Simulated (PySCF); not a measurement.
propyl chloride (C$_{3}$H$_{7}$Cl), singlet, at a GFN2-xTB geometry; BLYP/def2-SV(P) (PySCF).

The PySCF input:
```python
from pyscf import gto, scf, dft

mol = gto.M(
    atom='''
C     0.895568   -0.626932    0.008948
C     2.362496   -0.211158    0.028295
C    -0.008376    0.594253    0.001829
H     0.672448   -1.235995    0.886785
H     0.694098   -1.230258   -0.878038
H     3.001061   -1.090297    0.033271
Cl   -1.726146    0.108846   -0.020821
H     2.603733    0.384592   -0.849005
H     2.582092    0.378857    0.915103
H     0.135530    1.199972    0.896784
H     0.157393    1.205765   -0.885371
''',
    basis='def2-sv(p)',
    charge=0,
    spin=0,
    verbose=4,
)

mf = dft.RKS(mol)
mf.xc = 'blyp'
mf.kernel()
```

What the program printed (banner, timings and long lists left out):

```
PySCF version 2.14.0

[INPUT] verbose = 4
[INPUT] num. atoms = 11
[INPUT] num. electrons = 42
[INPUT] charge = 0
[INPUT] spin (= nelec alpha-beta = 2S) = 0
[INPUT] symmetry False subgroup None
[INPUT] Mole.unit = angstrom
[INPUT] Symbol           X                Y                Z      unit          X                Y                Z       unit  Magmom
[INPUT]  1 C      0.895568000000  -0.626932000000   0.008948000000 AA    1.692378245924  -1.184729778726   0.016909269363 Bohr   0.0
[INPUT]  2 C      2.362496000000  -0.211158000000   0.028295000000 AA    4.464470410380  -0.399030789011   0.053469800695 Bohr   0.0
[INPUT]  3 C     -0.008376000000   0.594253000000   0.001829000000 AA   -0.015828346019   1.122975418701   0.003456309082 Bohr   0.0
[INPUT]  4 H      0.672448000000  -1.235995000000   0.886785000000 AA    1.270742553012  -2.335692041332   1.675780781372 Bohr   0.0
[INPUT]  5 H      0.694098000000  -1.230258000000  -0.878038000000 AA    1.311655123608  -2.324850682555  -1.659251346961 Bohr   0.0
[INPUT]  6 H      3.001061000000  -1.090297000000   0.033271000000 AA    5.671183373113  -2.060362724435   0.062873077890 Bohr   0.0
[INPUT]  7 Cl    -1.726146000000   0.108846000000  -0.020821000000 AA   -3.261943191013   0.205689129754  -0.039345987640 Bohr   0.0
[INPUT]  8 H      2.603733000000   0.384592000000  -0.849005000000 AA    4.920342271492   0.726773549699  -1.604386928386 Bohr   0.0
[INPUT]  9 H      2.582092000000   0.378857000000   0.915103000000 AA    4.879446708430   0.715935970374   1.729294045768 Bohr   0.0
[INPUT] 10 H      0.135530000000   1.199972000000   0.896784000000 AA    0.256114581662   2.267618437147   1.694676152892 Bohr   0.0
[INPUT] 11 H      0.157393000000   1.205765000000  -0.885371000000 AA    0.297429663924   2.278565620586  -1.673108708632 Bohr   0.0

nuclear repulsion = 159.313404459175
number of shells = 40
number of NR pGTOs = 136
number of NR cGTOs = 74
basis = def2-sv(p)
ecp = {}

******** <class 'pyscf.dft.rks.RKS'> ********
method = RKS
initial guess = minao
damping factor = 0
level_shift factor = 0
DIIS = <class 'pyscf.scf.diis.CDIIS'>
diis_start_cycle = 1
diis_space = 8
diis_damp = 0
SCF conv_tol = 1e-09
SCF conv_tol_grad = None
SCF max_cycles = 50
direct_scf = True
direct_scf_tol = 1e-13
XC library pyscf.dft.libxc version 7.1.2
    S. Lehtola, C. Steigemann, M. J. T. Oliveira, and M. A. L. Marques,  SoftwareX 7, 1–5 (2018)
XC functionals = blyp
    A. D. Becke,  Phys. Rev. A 38, 3098 (1988)
    C. Lee, W. Yang, and R. G. Parr,  Phys. Rev. B 37, 785 (1988)
    B. Miehlich, A. Savin, H. Stoll, and H. Preuss,  Chem. Phys. Lett. 157, 200 (1989)
radial grids:
    Treutler-Ahlrichs [JCP 102, 346 (1995); DOI:10.1063/1.469408] (M4) radial grids

becke partition: Becke, JCP 88, 2547 (1988); DOI:10.1063/1.454033
pruning grids: <function nwchem_prune>
grids dens level: 3
symmetrized grids: False
atomic radii adjust function: <function treutler_atomic_radii_adjust>
small_rho_cutoff = 0
Set gradient conv threshold to 3.16228e-05
Initial guess from minao.
tot grids = 129896
init E= -578.439116642167
  HOMO = -0.312235466823605  LUMO = -0.0385167944193436  gap/eV = 7.44826
cycle= 1 E= -578.340359773351  delta_E= 0.0988  |g|= 0.434  |ddm|= 3.13
  HOMO = -0.183433179048695  LUMO = 0.0438525592007837  gap/eV = 6.18476
cycle= 2 E= -578.288740587766  delta_E= 0.0516  |g|= 0.62  |ddm|=  1.3
  HOMO = -0.223543647919082  LUMO = 0.0166096045460233  gap/eV = 6.53490
cycle= 3 E= -578.393993871183  delta_E= -0.105  |g|= 0.0698  |ddm|= 0.73
  HOMO = -0.235933773216636  LUMO = 0.0143242133634782  gap/eV = 6.80987
cycle= 4 E= -578.395226456305  delta_E= -0.00123  |g|= 0.0205  |ddm|= 0.156
  HOMO = -0.234290600324146  LUMO = 0.0138191422206213  gap/eV = 6.75141
cycle= 5 E= -578.395311776502  delta_E= -8.53e-05  |g|= 0.0107  |ddm|= 0.0375
  HOMO = -0.233910202864613  LUMO = 0.0144647311094879  gap/eV = 6.75863
cycle= 6 E= -578.395340242596  delta_E= -2.85e-05  |g|= 0.00163  |ddm|= 0.0107
  HOMO = -0.234108858803131  LUMO = 0.0143489688882998  gap/eV = 6.76088
cycle= 7 E= -578.395340912304  delta_E= -6.7e-07  |g|= 0.000203  |ddm|= 0.00207
  HOMO = -0.23410048380956  LUMO = 0.0143511715065401  gap/eV = 6.76071
cycle= 8 E= -578.395340921766  delta_E= -9.46e-09  |g|= 7.3e-05  |ddm|= 0.000283
  HOMO = -0.234096807665133  LUMO = 0.0143497383883804  gap/eV = 6.76057
cycle= 9 E= -578.395340923035  delta_E= -1.27e-09  |g|= 2.44e-05  |ddm|= 9.97e-05
  HOMO = -0.234097940211508  LUMO = 0.0143490334879708  gap/eV = 6.76059
cycle= 10 E= -578.395340923183  delta_E= -1.49e-10  |g|= 2.49e-06  |ddm|= 2.78e-05
  HOMO = -0.234098185590938  LUMO = 0.0143488489904975  gap/eV = 6.76059
Extra cycle  E= -578.395340923185  delta_E= -1.59e-12  |g|= 2.6e-06  |ddm|= 6.22e-06
converged SCF energy = -578.395340923185
```
